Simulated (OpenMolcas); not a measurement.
Mo3+ with 4 ligands (fluoride) in square-planar coordination (D4h) at 1.87 Å. A charge of +0.25 e stands 2.4 Å behind each ligand. Ligand basis ANO-RCC-VDZP.
```
Mo    0.0000    0.0000    0.0000
F     1.8700    0.0000    0.0000
F     0.0000    1.8700    0.0000
F    -1.8700    0.0000    0.0000
F     0.0000   -1.8700    0.0000
```

| Item | Value |
| --- | --- |
| Program | OpenMolcas 26.06 |
| Method | CASSCF |
| Basis | ANO-RCC-VTZP [7s6p4d2f1g] |
| Scalar Hamiltonian | DKH2, point nucleus |
| Active space | 3 electrons in 5 orbitals (4d) |
| State averaging | 2S+1 = 4 even, 10 roots; 2S+1 = 2 even, 40 roots |
| Spin-orbit coupling | state interaction with AMFI integrals over the reference wave functions |

Problem. What is the spin-free ground state (labels of D4, the rotations of D4h)?

Solution. 4A2, 1-fold in its orbital part; it has the highest spin that d3 allows.

Problem. Where is the first state of the same spin?

Solution. 4E at 5200 cm-1 above the ground state.

Problem. What are the lowest two levels with spin-orbit coupling?

Solution. A 2-fold level E3/2 with g = 0.01, 0.01, 5.97, then a 2-fold level E1/2 11.9 cm-1 above it. Their leading multiplicities are 4 (99 %) and 4 (100 %).

Problem. What is χT at 300 K, and how does it compare with the textbook value?

Solution. The lowest level has 2S+1 = 4, for which the spin-only value is χT = S(S+1) / 2 = 1.875 cm3 K/mol (g = 2). The computed 1.762 at 300 K differs by -0.113, through orbital momentum, spin-orbit coupling and any other state in reach.

Without dynamic correlation the repulsion within the d shell is too large (B by tens of per cent), so at a given field states of lower spin stand too high. The least metal-like active orbital is 78 % on the metal (Löwdin) and no ligand orbital is active, so the numbers are rough. With metal d orbitals alone the field can be off either way by tens of per cent. Ligand-to-metal charge-transfer states are missing. With no ligand orbital active B as a rule stays too high, so bands that hang on it stand too high and its fall with covalency is understated. No measured value stands beside these numbers; the geometry was imposed, not optimised, and the real ion may take another.
